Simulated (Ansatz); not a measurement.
The cluster B10⁺. The state is a doublet with charge 1. Geometry PBE0-D4/def2-SVP; atoms count from 1.

| atom | x (Å) | y (Å) | z (Å) |
| --- | --- | --- | --- |
| B1 | 1.6901 | 1.3404 | -1.2214 |
| B2 | 2.1542 | -0.1481 | -1.2097 |
| B3 | -0.8202 | 1.3916 | 0.1610 |
| B4 | -1.9073 | 0.5738 | 0.9824 |
| B5 | 1.4158 | -1.3769 | -0.6137 |
| B6 | -1.2509 | -1.5690 | 1.0006 |
| B7 | 0.1118 | -1.6049 | 0.1824 |
| B8 | -2.3561 | -0.7311 | 1.7058 |
| B9 | 0.5818 | 0.1841 | -0.3482 |
| B10 | 0.3807 | 1.9400 | -0.6393 |

The charge 1 doublet is spin-contaminated (final ⟨S²⟩ up to 1.42, 0.75 for a pure state). The geometry of the doublet was relaxed on an unsound state (⟨S²⟩ 1.28, where a pure state has 0.75). Another isomer (doublet) lies 1.05 eV lower at PBE0-D4/def2-TZVP; other spin states weren't run for this one.

(1) Estimate the Mulliken populations from the PBE0/def2-TZVP orbitals of Ansatz.

(2) Where does the spin sit?

(3) And the Mayer bond orders between bonded heavy atoms (over 0.3)?

## Answers

(1) 
```csv
atom,charge (e),spin (α − β)
B1,0.14,0.13
B2,0.13,-0.07
B3,0.06,-0.30
B4,0.03,-0.17
B5,0.23,-0.15
B6,0.03,0.48
B7,0.10,0.16
B8,0.16,0.73
B9,-0.13,0.11
B10,0.25,0.09
```
Mulliken values and Mayer orders depend strongly on the basis.

(2) Summed by element: B 1.00, of 1 unpaired in all. Largest on single atoms: B8 0.73, B6 0.48, B3 -0.30.

(3) B1–B2 1.23 (1.56 Å); B1–B9 0.57 (1.82 Å); B1–B10 1.16 (1.55 Å); B2–B5 1.19 (1.55 Å); B2–B9 0.57 (1.82 Å); B3–B4 1.25 (1.59 Å); B3–B9 0.51 (1.92 Å); B3–B10 1.08 (1.54 Å); B4–B8 1.23 (1.56 Å); B5–B7 1.05 (1.54 Å); B5–B9 0.51 (1.79 Å); B6–B7 1.18 (1.59 Å); B6–B8 1.30 (1.56 Å); B7–B9 0.53 (1.92 Å); B9–B10 0.50 (1.79 Å). Values over 0.3 also appear between atoms too far apart for a bond (B4–B6 0.46 at 2.24 Å); they arise where an orbital or an unpaired electron spreads over both atoms.
